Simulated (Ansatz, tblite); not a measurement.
Forces on the cluster Pd₄H₃ at its B3LYP-D4/def2-SVP geometry. Charge 0, multiplicity 2.

In the def2 sets Pd takes a core potential; there is no spin–orbit coupling. The xTB rows come from tblite. Another isomer (doublet) lies 0.24 eV lower at PBE-D4/def2-TZVP; other spin states weren't run for this one.

GFN1-xTB (tblite), largest force 0.66 eV/Å:

```xyz
7
positions Å, forces eV/Å
Pd    0.048   -0.291   -2.458    0.140    0.019    0.544
Pd   -1.044   -1.322   -0.324    0.267    0.600    0.062
Pd    0.938    0.448    0.086   -0.374   -0.362   -0.115
Pd   -0.986    0.290    2.104    0.306   -0.048   -0.476
H    -1.001    0.264    0.435    0.017   -0.305   -0.063
H     1.422    0.011   -1.598   -0.328    0.079    0.310
H     0.622    0.601    1.755   -0.029    0.017   -0.262
```

GFN2-xTB (tblite), largest force 0.66 eV/Å:

```
Pd 0.528 0.074 0.223
Pd 0.036 0.469 0.040
Pd -0.015 -0.330 -0.359
Pd 0.249 0.128 -0.228
H -0.366 -0.525 0.173
H -0.474 0.086 0.135
H 0.042 0.098 0.015
```

PBE-D4/def2-TZVP (Ansatz), largest force 0.47 eV/Å:

```
Pd 0.045 0.022 0.339
Pd 0.198 0.264 0.077
Pd -0.366 -0.150 -0.246
Pd 0.154 -0.119 -0.188
H -0.074 0.019 -0.187
H -0.023 -0.042 0.044
H 0.067 0.006 0.161
```
